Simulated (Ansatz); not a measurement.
Relaxation of BF$_{2}$HO (5 atoms, charge 0, multiplicity 1), to a largest force component of 0.02 eV/Å in at most 40 steps.

The calculation used RKS PBE/STO-3G (Ansatz).

```xyz
5
Properties=species:S:1:pos:R:3:forces:R:3
B 0.000 0.000 0.000 -0.30 -0.17 1.54
O 0.000 0.000 1.410 1.48 0.02 -0.25
H -0.909 -0.281 1.747 -0.87 0.04 -0.05
F 1.143 0.000 -0.660 1.10 0.18 -0.31
F -1.143 0.000 -0.660 -1.40 -0.06 -0.93
```

**Question.** Where does it end, and by what steps?

**Answer.** The forces met the threshold. Limits of this set-up: minimal basis. After 6 steps the energy has fallen by 0.108 eV; O2 moved furthest, 0.12 Å.

```csv
step,energy less start (eV),largest force component (eV/Å),accepted
0,0.0000,1.536,yes
1,-0.0796,0.649,yes
2,-0.0432,1.069,no
3,-0.1079,0.140,yes
4,-0.1083,0.032,yes
5,-0.1084,0.023,yes
6,-0.1084,0.005,yes
```

```xyz
5
Properties=species:S:1:pos:R:3
B -0.006 -0.026 0.011
O 0.046 -0.114 1.412
H -0.932 -0.174 1.725
F 1.158 0.063 -0.648
F -1.175 -0.030 -0.663
```

Whether the end is a true minimum wasn't checked by a vibrational analysis.

Run time: 7 s on 1 thread of Arm Neoverse V2 (shared host), peak memory 0.11 GiB.
